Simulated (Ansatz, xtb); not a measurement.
**BBrClH3NSi+: which of two conformers lies lower**

We compare X, `ClB/[NH+]=[SiH]/Br`, a singlet, with Y, `ClB/[NH+]=[SiH]/Br`, a singlet. Both are isolated ions in the gas phase, relaxed with r2SCAN-D4/def2-SVP.

X (Å):

```yaml
atoms:
  - { symbol: B, position_ang: [0.4753, -1.3073, -0.0206] }
  - { symbol: Br, position_ang: [0.2771, 3.0266, 1.7913] }
  - { symbol: Cl, position_ang: [-1.0923, -2.0152, 0.2053] }
  - { symbol: N, position_ang: [0.7141, 0.0612, 0.4533] }
  - { symbol: Si, position_ang: [-0.3686, 1.0854, 1.2197] }
  - { symbol: H, position_ang: [1.3718, -1.8941, -0.5498] }
  - { symbol: H, position_ang: [1.6619, 0.4146, 0.2864] }
  - { symbol: H, position_ang: [-1.7453, 0.6579, 1.4972] }
```

Y (Å):

```csv
atom,x (Å),y (Å),z (Å)
B,-0.2731,2.9336,-0.5909
Br,-1.3473,-1.5179,-1.5778
Cl,-0.1469,4.3963,-1.4857
N,-0.6500,1.7041,-1.2954
Si,-0.7989,0.2340,-0.5127
H,-0.0661,2.8721,0.5894
H,-0.8232,1.7749,-2.3042
H,-0.5398,0.1864,0.9335
```

Energies in hartree; the thermal terms are from r2SCAN-D4/def2-SVP harmonic frequencies (ideal gas, rigid rotor, one conformer each, 298.15 K, 1 atm) and include the zero-point energy:

|  | X | Y |
| --- | --- | --- |
| E, CCSD(T)/def2-SVP | −3401.736846 | −3401.738271 |
| E, MP2/def2-SVP | −3401.678139 | −3401.679551 |
| E, MP2/def2-TZVPP | −3402.521813 | −3402.522833 |
| zero-point energy | 0.041331 | 0.041469 |
| H(298 K) − E | 0.049025 | 0.049146 |
| G(298 K) − E | 0.008021 | 0.008331 |

Question: Correct the CCSD(T) difference for the basis set by the MP2 change, then work out ΔE, ΔE₀, ΔH and ΔG for X → Y in kJ/mol (1 Eh = 2625.50 kJ/mol) and the equilibrium ratio [Y]/[X].

Answer: 1. Differences Y − X: CCSD(T) −0.001425, MP2 in the small set −0.001412, MP2 in the large set −0.001020 Eh.
2. ΔE = −0.001425 + (−0.001020 − (−0.001412)) = −0.001033 Eh = −2.71 kJ/mol.
3. ΔE₀ = ΔE + ΔZPE = −0.001033 + (+0.000138) Eh = −2.35 kJ/mol.
4. ΔH = ΔE + (+0.000121) Eh = −2.39 kJ/mol.
5. ΔG = ΔE + (+0.000310) Eh = −1.90 kJ/mol, so ΔS = (ΔH − ΔG)/T = −1.7 J/(mol K).
6. kT = 0.9442 mEh, so K = [Y]/[X] = exp(−ΔG/kT) = exp(+0.77) ≈ 2.2.

The two are too close for this level to say which is favoured. An error of 4 kJ/mol in ΔG would change K by a factor of 5. Mirror images and further conformers aren't counted.

Other levels gave ΔE = −3.4 (r2SCAN-D4/def2-SVP); 0.0 (HF/def2-SVP); −3.7 (MP2/def2-SVP); −3.7 (CCSD(T)/def2-SVP) kJ/mol. The correlated steps freeze 21 core orbitals; the filled d shell of Br is correlated, in a basis made for valence electrons. Programs: Ansatz 0.2.0.
